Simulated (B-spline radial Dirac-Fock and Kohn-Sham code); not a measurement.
These are calculated numbers from a radial atomic solver; the model is Dirac-Fock ΔSCF + Breit + QED. K edges are those of the screened (neutral excited atom) model, which lie within a few eV to tens of eV of tabulated edges.

An X-ray tube with a scandium target emits Kα1 at 4089.5 eV and Kβ1 at 4460.7 eV. K edges of lighter neighbours: S 2467.4 eV, Cl 2816.3 eV, Ar 3201.9 eV, K 3609.0 eV, Ca 4043.0 eV.

Problem. Which of these can serve as a Kβ filter, and which fluoresce under Kα1?

Solution. None has its edge between the two lines. Kα1 lies above the K edges of S, Cl, Ar, K, Ca, which therefore fluoresce.
